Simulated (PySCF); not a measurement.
Vertical excitations of a molecule C2H6F2Si from TDA-LC-ωPBE/def2-SVPD (PySCF 2.14.0), as energy in eV (oscillator strength): 8.77 (0.006), 8.94 (0.039), 9.34 (0.067), 10.16 (0.000), 10.21 (0.106), 10.67 (0.229), 10.68 (0.024), 10.83 (0.000), 10.86 (0.056), 10.96 (0.140). Lowest triplet (TDA): 8.19 eV. Geometry optimised at PBE0-D3(BJ)/def2-SVP. One conformer was computed; it need not be the lowest.

Identify the compound among the candidates.
A. C[Si@H](F)CF
B. CC(F)(F)[SiH3]
C. FC(F)C[SiH3]
D. CC[SiH](F)F

D, CC[SiH](F)F
